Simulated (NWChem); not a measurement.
System: CH$_{4}$BIO; SMILES COBI

```xyz
8

B     -0.5912    -1.0351     0.0000
H     -1.7756    -1.2723     0.0000
I      0.0330     1.0120     0.0000
O      0.3428    -1.9804     0.0000
C      0.0477    -3.3603     0.0000
H      0.4957    -3.8204    -0.8929
H      0.4957    -3.8204     0.8929
H     -1.0384    -3.5440     0.0000
```
Atoms are numbered in this order, from 1.

All runs: NWChem. Medium grid unless said otherwise, to which SCAN and Minnesota functionals are sensitive. All runs use the structure optimised with PBE0/def2-SVP. def2 effective core potentials on I; no spin-orbit coupling. Total energies of different functionals are on different scales.

| level | energy (Ha) | highest occupied level (eV) | orbital gap (eV) | dipole (D) |
|---|---|---|---|---|
| B3LYP/def2-SVP | -438.3409 | -6.93 | 6.24 | 3.05 |
| PBE/def2-SVP | -438.0467 | -6.06 | 4.59 | 2.96 |
| CAM-B3LYP/def2-SVP | -438.1758 | -8.43 | 9.08 | 3.17 |
| SCAN/def2-SVP | -438.2854 | -6.37 | 5.13 | 3.17 |
| TPSSh/def2-SVP | -438.1634 | -6.63 | 5.68 | 3.14 |
| N12/def2-SVP | -438.9911 | [?] | 4.62 | [?] |
| M06-2X/def2-SVP | -438.1009 | -8.36 | 8.73 | 3.34 |
| OLYP/def2-SVP | -438.4706 | -5.87 | 4.64 | 2.89 |
| M06/def2-SVP | -438.2150 | -7.15 | 6.67 | 2.94 |
| MN15-L/def2-SVP | -437.0915 | -6.37 | 5.38 | 2.95 |
| revPBE/def2-SVP | -438.2353 | -6.01 | 4.64 | 2.96 |

Task: Some entries are withheld; supply them.

Result: 
- N12/def2-SVP, highest occupied level (eV): -5.77
- N12/def2-SVP, dipole (D): 2.82
